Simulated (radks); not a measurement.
Q: These are the eigenvalues of the occupied orbitals of an atom or ion with whole-number occupations (Ry). Calculated with a radial shooting solver on a logarithmic mesh with Libxc functionals: scalar-relativistic Kohn-Sham, r2SCAN, spin-polarised, spherical densities, finite nucleus; meta-GGA in the generalised Kohn-Sham scheme; Fermi nuclear charge, rms radius of each element as measured or else 0.836 A^(1/3) + 0.57 fm.

1s: -1174.215
2s: -159.7950
2p: -141.8180
3s: -25.08469
3p: -19.21778
3d: -9.56834
4s: -3.11481
4p: -1.73958
5s: -0.26314

Which element is it, and in what charge state? The configuration may be excited. Open shells, if any, are filled with parallel spins first.

A: Z = 38, strontium, charge 0: Sr in [Kr] 5s2. The list shows which subshells hold electrons but not how many an open one holds; the 1s level, -587.11 hartree, gives Z - s = 34.3 by -(Z - s)^2/2, which with screening and relativity narrows Z to a few neighbours, and the depths of the outer levels then fix element, charge and occupations together.
